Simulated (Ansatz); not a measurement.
Question: Name a neutral molecule of C, Ge, N, Si and H with HOMO energy (B3LYP/def2-TZVPP) between -6.00 and -5.70 eV and LUMO energy (PBE/def2-TZVPP) between -1.30 and -1.00 eV (Ansatz, PBE0-D4/def2-TZVP geometry).

Answer: `C[Si](C)(C)[N]([GeH3])c1ccccc1` (-5.89 eV, -1.09 eV); `C[SiH2][N]([GeH3])c1ccccc1` (-5.93 eV, -1.17 eV). Other molecules can fit too; these were computed, each in one conformer that needn't be the lowest.

B3LYP here is the variant with VWN-RPA as its local correlation; programs differ in this.
